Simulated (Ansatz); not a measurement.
Consider the ligand exchange at the Si–C bond: `C=C(Cl)[SiH2]S` + `OCS` → `OCS[SiH2]S` + `C=CCl`.

Computed with Ansatz on PBE0-D4/def2-TZVP structures; ΔE is electronic, products minus reactants. CCSD(T)/CBS adds triple-zeta CCSD(T) − MP2 to the extrapolated MP2 energy (def2 sets, frozen cores). This one scheme is used for every species. Functionals use def2-TZVPP. B3LYP here is the variant with VWN-RPA as its local correlation; programs differ in this. One conformer a species, not always the lowest.

`C=C(Cl)[SiH2]S`:

Z-matrix (Å, degrees):
```
Si
S 1 2.130
C 1 1.868 2 112.5
H 1 1.485 2 111.9 3 -119.6
H 1 1.481 2 104.6 3 119.7
H 2 1.344 1 94.3 3 63.0
Cl 3 1.736 1 115.8 2 60.5
C 3 1.328 1 123.6 2 -119.6
H 8 1.085 3 122.6 1 -179.7
H 8 1.085 3 119.6 1 0.1
```

`OCS`:

Cartesian coordinates in Å:
```
O -1.006 0.099 -0.723
C 0.058 0.323 0.167
S 1.513 -0.590 -0.350
H -1.777 0.571 -0.393
H 0.380 1.371 0.171
H -0.203 0.036 1.190
H 1.034 -1.811 -0.063
```

`OCS[SiH2]S`:

```xyz
11

O    -1.575   -0.700    1.259
C    -0.538    0.170    1.532
S    -0.429    1.614    0.379
Si    0.723    0.707   -1.139
S    -0.268   -1.081   -1.839
H    -1.390   -1.131    0.413
H     0.443   -0.319    1.544
H    -0.721    0.611    2.511
H     0.861    1.707   -2.223
H     2.056    0.258   -0.660
H     0.839   -1.837   -1.777
```

`C=CCl`:

Z-matrix (Å, degrees):
```
C
C 1 1.320
H 1 1.083 2 119.4
H 1 1.083 2 122.2 3 180.0
Cl 2 1.721 1 123.5 3 -180.0
H 2 1.083 1 123.6 3 -0.0
```

CCSD(T)/CBS gives -0.72 eV.

Q: Another level gave -0.69 eV. Which?
A. CCSD(T)/def2-TZVPP
B. r2SCAN-D4/def2-TZVPP
C. B3LYP-D4/def2-TZVPP
D. HF/def2-TZVPP

A: A. CCSD(T)/def2-TZVPP -0.69, r2SCAN-D4 -0.79, HF/def2-TZVPP -0.62, B3LYP-D4 -0.74 eV.

Largest T1 diagnostic among the species: 0.012.

In def2-TZVPP, CCSD(T) changes the Hartree–Fock value by −0.07 eV (the triples alone add −0.03 eV) and MP2 by −0.10 eV.
